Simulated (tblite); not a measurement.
Compound: C₈H₉O (doublet state).
SMILES with atom numbers: `[CH3:1][CH2:2][O:3][c:4]1[c:5][cH:6][cH:7][cH:8][cH:9]1` (hydrogens: H10, H11, H12 on C1; H13, H14 on C2; H15 on C6; H16 on C7; H17 on C8; H18 on C9)

Geometry (GFN2-xTB, Å), atoms numbered from 1 in this order:
```xyz
18
C8H9O angstrom
C      2.725   -1.296    1.419
C      1.408   -1.214    0.668
O      1.017    0.146    0.600
C     -0.150    0.382   -0.044
C     -0.947   -0.581   -0.614
C     -2.119   -0.336   -1.259
C     -2.554    0.986   -1.356
C     -1.784    1.991   -0.797
C     -0.599    1.707   -0.148
H      2.606   -0.893    2.421
H      3.485   -0.718    0.900
H      3.050   -2.331    1.487
H      0.628   -1.793    1.183
H      1.512   -1.616   -0.350
H     -2.703   -1.136   -1.688
H     -3.480    1.210   -1.862
H     -2.112    3.018   -0.868
H      0.010    2.482    0.292
```

Level: GFN2-xTB in tblite, geometry and Hessian alike; calculated harmonic values, unscaled, isolated species. Against measured fundamentals such values can be off by several per cent, at times by over 20. One conformer, not necessarily the lowest. Open shells enter through the occupations alone, without spin polarisation, and single modes of such species can be off by tens of per cent.

Harmonic wavenumbers (cm⁻¹): 40.1, 88.3, 129.5, 195.3, 227.5, 317.0, 376.1, 407.9, 488.1, 553.4, 585.6, 612.2, 753.5, 816.1, 823.1, 830.5, 882.4, 897.4, 926.6, 973.7, 1067.0, 1090.6, 1118.9, 1131.1, 1145.0, 1158.2, 1205.2, 1240.1, 1256.5, 1288.3, 1333.4, 1401.5, 1413.4, 1443.3, 1476.1, 1485.8, 1492.8, 1517.6, 1615.3, 2869.4, 2899.2, 3048.1, 3049.1, 3051.3, 3068.2, 3071.3, 3082.2, 3088.9.

A = 5117, B = 936.8, C = 799.7 MHz; mass 121.065 u (most abundant isotopes); point group Cs, symmetry number 1; spin multiplicity 2.

**Question.** Zero-point energy?

**Answer.** Half the sum of the wavenumbers: 31516 cm⁻¹ = 90.11 kcal/mol.

**Question.** What is S at 298.15 K and 1 bar for an ideal gas of classical rigid rotors and harmonic oscillators?

**Answer.** Translation 40.31, rotation 28.82, vibration 23.38, spin (R ln 2) 1.38: S = 93.9 cal/(mol K).

**Question.** And Cp and H(298.15 K) − H(0)?

**Answer.** Cp = 34.11 cal/(mol K), of which vibrations give 26.16 (their classical limit is 48 R = 95.4); H(298.15 K) − H(0) = 6.08 kcal/mol without the zero-point energy, 3.71 from vibrations.

**Question.** Which modes carry the vibrational entropy at 298.15 K?

**Answer.** 40.1 cm⁻¹: 5.25; 88.3 cm⁻¹: 3.70; 129.5 cm⁻¹: 2.95; 195.3 cm⁻¹: 2.18; 227.5 cm⁻¹: 1.90; 317.0 cm⁻¹: 1.33 cal/(mol K); the other 42 give 6.07 together.

**Question.** How do the functions run with temperature in this model?

**Answer.** 
```tsv
T (K)	S (cal/(mol K))	Cp (cal/(mol K))	H − H(0) (kcal/mol)	G − H(0) (kcal/mol)	ln q(vib)
100	68.6	16.2	1.19	-5.67	1.44
200	82.3	24.5	3.21	-13.25	3.47
300	94.1	34.3	6.15	-22.08	5.54
500	116.1	52.8	14.94	-43.14	9.87
800	145.2	70.5	33.69	-82.47	16.45
1000	161.8	78.0	48.58	-113.20	20.64
```

q(vib) and H(0) count from the zero-point level.

**Question.** What must be added to the electronic energy to get the Gibbs energy at 298.15 K and 1 bar?

**Answer.** ZPE + [H(298.15 K) − H(0)] − T·S = 90.11 + 6.08 − 27.99 = 68.20 kcal/mol.

**Question.** Blend soft modes into free rotors: weight 1/[1 + (100 cm⁻¹/ν̃)⁴] for the oscillator and the rest for a rotor with moment μB/(μ + B), μ = h/(8π²ν), B = 10⁻⁴⁴ kg m². What vibrational entropy results?

**Answer.** 21.40 cal/(mol K) in place of 23.38, which changes −T·S at 298.15 K by +0.59 kcal/mol.

Hindered rotation and anharmonicity are outside this model. Other conformers, if any are populated, would add a mixing term that is left out.
